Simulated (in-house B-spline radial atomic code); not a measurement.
Configurations of Mn6+, with energies counted from [Ar] (3d3/2)1. Level of theory: Dirac-Hartree-Fock, average of each configuration as written, Fermi nucleus of rms radius 3.7057 fm; calculated with a B-spline radial code for spherical atoms. Energies include first-order Breit, QED and recoil terms.

Occupations are held fixed; configurations that lie above the ionisation limit could autoionise.

| configuration | E - E(ref) (eV) | highest orbital | its <r> (bohr) |
| --- | --- | --- | --- |
| [Ar] 4s1 | 39.603 | 4s1/2 | 1.863 |
| [Ar] (6d5/2)1 | 96.606 | 6d5/2 | 6.206 |
| [Ar] (7d3/2)1 | 102.7 | 7d3/2 | 8.804 |
| [Ne] 3s2 (3p1/2)1 (3p3/2)4 (3d3/2)1 5s1 | 128.27 | 5s1/2 | 3.355 |
| [Ne] 3s2 (3p1/2)1 (3p3/2)4 (3d3/2)1 (5g7/2)1 | 144.59 | 5g7/2 | 3.918 |
| [Ne] 3s2 (3p1/2)1 (3p3/2)4 (3d3/2)1 (6g9/2)1 | 152.74 | 6g9/2 | 6.269 |

Q: Order these further configurations by energy, lowest first.
A. [Ar] (6p3/2)1
B. [Ne] 3s2 (3p1/2)1 (3p3/2)4 (3d3/2)2
C. [Ar] (7f5/2)1
D. [Ar] (4f7/2)1
E. [Ar] 6s1

A: B (54.96 eV), D (75.464 eV), E (90.937 eV), A (93.155 eV), C (104.27 eV).

Q: How far above the reference does [Ar] (3d5/2)1 lie?

A: 0.16287 eV; its least bound orbital is 3d5/2 with <r> = 0.8573 bohr.

Q: How far above the reference does [Ne] 3s2 (3p1/2)1 (3p3/2)4 (3d3/2)1 4s1 lie?

A: 92.728 eV; its least bound orbital is 4s1/2 with <r> = 1.864 bohr.
